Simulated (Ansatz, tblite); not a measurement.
Cost and result up the ladder for [In(OH)4]- (InO4H4⁻) (9 atoms). Charge -1, multiplicity 1. Geometry: PBE0-D4/def2-SVPD.

Cartesian coordinates in Å:
```
In 0.000 0.001 -0.001
O -1.730 -1.138 -0.017
H -1.850 -1.477 -0.909
O -0.475 1.720 1.053
H -1.427 1.728 1.186
O 0.547 0.218 -1.987
H 1.493 0.063 -2.049
O 1.659 -0.797 0.949
H 1.784 -0.318 1.774
```

Ansatz on 4 threads of Arm Neoverse V1 on a shared host; xTB runs through tblite on one thread. Times are rough, summed over both states, and most runs start from the orbitals of an earlier one. PBE0-D4/def2-TZVPD serves as the yardstick here, not as an exact answer. The other state is a triplet.

In the def2 sets In takes a core potential; there is no spin–orbit coupling. The xTB rows come from tblite.

xTB has no spin-polarisation term.

```csv
level,functions,wall time,vertical triplet (eV),difference from PBE0-D4/def2-TZVPD (eV),remarks
GFN2-xTB,29,0.008 s,4.37,-0.28,–
GFN1-xTB,33,0.011 s,5.14,0.49,–
PBE-D4/def2-TZVPD,252,10 s,3.82,-0.83,HOMO above zero (triplet)
r2SCAN-D4/def2-TZVPD,252,23 s,4.22,-0.44,HOMO above zero (triplet)
PBE0-D4/def2-TZVPD (with forces),252,36 s,4.65,0.00,HOMO above zero (triplet)
```
